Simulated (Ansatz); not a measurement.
`OB(S)Cl` + HBr → `SB(Cl)Br` + H₂O at 400 K and 1 bar (ligand exchange at a B–O bond).

Calculated with Ansatz (gas phase, PBE0-D4/def2-TZVP geometries, no zero-point term in ΔE). CCSD(T)/CBS adds triple-zeta CCSD(T) − MP2 to the extrapolated MP2 energy (def2 sets, frozen cores). This one scheme is used for every species. For Br outer-core shells are correlated without core-valence functions, which leaves a few kJ/mol of doubt a bond. Scalar relativity is left out up to krypton. Each species was taken in one conformer, which may not be the lowest.

```csv
species,CCSD(T)/CBS energy (Eh),H − E (kJ/mol),S (J/(mol·K))
`OB(S)Cl`,-958.85217,103.0,326.6
HBr,-2573.91920,27.6,207.2
`SB(Cl)Br`,-3456.37310,65.8,344.7
H₂O,-76.37941,69.8,198.6
```

H − E and S are ideal-gas, rigid-rotor, harmonic terms from PBE0-D4/def2-TZVP, for one conformer and one mirror image of each species. 1 Eh = 2625.50 kJ/mol, R = 8.31446 J/(mol·K).

By hand: ΔE, ΔH, ΔS and ΔG.

ΔE = (-3456.37310) + (-76.37941) − (-958.85217) − (-2573.91920) = 0.01886 Eh = 49.5 kJ/mol. Δ(H − E) = 65.8 + 69.8 − 103.0 − 27.6 = 5.0, so ΔH = 54.5 kJ/mol. ΔS = 344.7 + 198.6 − 326.6 − 207.2 = 9.5 J/(mol·K). ΔG = 54.5 − 400 × (9.5)/1000 = 50.7 kJ/mol.

By hand: the equilibrium constant, and the temperature at which ΔG would vanish if ΔH and ΔS stayed fixed.

log₁₀ K = −ΔG/(RT ln 10) = -6.6. ΔG = 0 at ΔH/ΔS = 5737 K, far beyond where these terms or the molecules hold.

The number of gas molecules stays the same, so ΔS is small and ΔH decides. A doubt of 5 kJ/mol in ΔE shifts log₁₀ K by 0.7 here. Other conformers and mirror images would add mixing entropy, several J/(mol·K) or more a flexible species. These are equilibria of isolated gas molecules and say nothing of rates. Largest T1 diagnostic: 0.012 (customary marks: 0.02 for closed shells, 0.045 for open ones).
